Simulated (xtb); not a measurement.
Se(OH)(SH) (H2OSSe), SMILES O[Se]S. All values are semi-empirical tight-binding results from xtb (GFN2-xTB unless named), good for trends rather than for accurate numbers. The structure is a stationary point at GFN2-xTB. The values are those of a single conformer.

Optimised geometry:

```xyz
5

Se     0.4843    -0.1087     0.3797
O      0.0256    -1.7374    -0.2617
H      0.5060    -1.9399    -1.0700
S     -0.9498     1.1585    -0.6227
H     -1.9783     0.9994     0.2173
```

The orbital gap is 3.67 eV. The zero-point energy comes out as 13.4 kcal/mol. The G − E(el) at 298.15 K (modified RRHO) is -4.6 kcal/mol. The static polarisability (D4 model) comes out as 56.3 bohr³ and the solvation energy, GFN2-xTB/ALPB(water) is -4.4 kcal/mol. The solvation energy, GFN2-xTB/ALPB(ether) comes out as -7.0 kcal/mol.

Computed atomic charges and the Wiberg bond orders between heavy atoms:
charges (e) Se1 0.08, O2 -0.40, H3 0.31, S4 -0.17, H5 0.18. Bond orders Se1–O2 1.24, Se1–S4 1.30.
